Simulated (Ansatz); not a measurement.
`N=C([SiH3])Cl` + `C=C=N` → `C=C=NC(=N)Cl` + SiH₄  (substitution at a C–Si bond)

Calculated with Ansatz (gas phase, PBE0-D4/def2-TZVP geometries, no zero-point term in ΔE). CCSD(T)/CBS is the MP2 limit (def2-TZVPP, def2-QZVPP) plus CCSD(T) − MP2 in def2-TZVPP, frozen cores. This one scheme is used for every species. Functionals use def2-TZVPP. B3LYP here is the variant with VWN-RPA as its local correlation; programs differ in this. One conformer a species, not always the lowest.

Is it downhill or uphill in electronic energy at CCSD(T)/CBS, and by how much? (Best estimate.)

Ansatz gave: Uphill: ΔE = +39.6 kJ/mol.

What do these levels give: BHLYP-D4, CAM-B3LYP-D4, B3LYP, CAM-B3LYP, HF/def2-TZVPP, MP2/def2-TZVPP? (Best estimate.)

Ansatz gave: BHLYP-D4 33.3, CAM-B3LYP-D4 29.6, B3LYP 32.8, CAM-B3LYP 30.0, HF/def2-TZVPP 32.5, MP2/def2-TZVPP 31.9 kJ/mol.

What do rigid-rotor, harmonic-oscillator terms from PBE0-D4/def2-TZVP frequencies (298.15 K, 1 bar) make of the CCSD(T)/CBS value? (Estimate.)

Ansatz gave: ΔZPE = -5.4 kJ/mol, ΔH = +34.4 kJ/mol, ΔS = -25 J/(mol·K), ΔG = +41.7 kJ/mol. Modes under 50 cm⁻¹ make the entropy rough.

Largest T1 diagnostic among the species: 0.015.

At CCSD(T), def2-SVP lies −21.4 kJ/mol from the extrapolated value and def2-TZVPP −4.2 kJ/mol. Leaving LDA and LC-ωPBE aside and taking each functional with its dispersion term where it has one, the values, not all of them listed here, spread over 7.3 kJ/mol, from revPBE-D4 to ωB97M-V. LDA lies −11.0 kJ/mol from PBE without D4.
